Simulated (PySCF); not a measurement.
Compound: H8OSi3.
Z-matrix (Å and degrees, GFN2-xTB geometry), rows numbered from 1:
```
Si
O   1  1.6145
Si  2  1.6258  1  166.09
Si  3  2.3013  2  106.23  1  -173.08
H   1  1.4612  2  105.90  3   105.24
H   1  1.4618  2  108.77  3   -15.00
H   1  1.4611  2  105.29  3  -135.11
H   3  1.4698  2  105.72  1   -49.59
H   3  1.4694  2  105.19  1    63.36
H   4  1.4686  3  110.29  2  -179.36
H   4  1.4689  3  114.27  2    61.65
H   4  1.4688  3  114.43  2   -60.12
```

Vertical excitations from PySCF (density fitting, frozen core in the response, grid level 2 and gas phase unless stated; continuum runs use non-equilibrium linear response for the excitations) on a GFN2-xTB geometry. Reference run:

```json
{"settings": "PBE0/def2-SVPD, full TDDFT, 8 singlets", "S1, eV (f)": "6.22 (0.017)", "S2, eV (f)": "6.59 (0.004)", "S3, eV (f)": "7.06 (0.027)", "S4, eV (f)": "7.38 (0.017)", "S5, eV (f)": "7.56 (0.027)", "S6, eV (f)": "7.68 (0.010)", "T1, eV (Tamm–Dancoff)": "5.62", "mean α (au)": "86.0"}
```

Q: What do these settings give: WP04/Sadlej pVTZ, full TDDFT, 25 singlets?

A: 
```tsv
settings	S1, eV (f)	S2, eV (f)	S3, eV (f)	S4, eV (f)	S5, eV (f)	S6, eV (f)	T1, eV (Tamm–Dancoff)	mean α (au)
WP04/Sadlej pVTZ, full TDDFT, 25 singlets	6.48 (0.017)	6.82 (0.002)	7.22 (0.026)	7.56 (0.042)	7.66 (0.011)	7.76 (0.183)	5.95	81.1
```

S1 moves by +0.26 eV; functional and basis change together, so the shift can't be laid on one. States are counted by energy in each run and needn't keep their character from row to row.

WP04 was designed for NMR shieldings or shifts; total energies of different functionals aren't comparable.

Q: Give the leading configurations of S1 (H = HOMO, L = LUMO) and the HOMO–LUMO gap of each run.

A: 
| settings | S1 configurations (weight) | S1 (eV) | orbital gap (eV) | S1 − gap (eV) |
| --- | --- | --- | --- | --- |
| PBE0/def2-SVPD, full TDDFT, 8 singlets | H→L 0.98 | 6.22 | 7.51 | -1.29 |
| WP04/Sadlej pVTZ, full TDDFT, 25 singlets | H→L 0.98 | 6.48 | 7.06 | -0.58 |

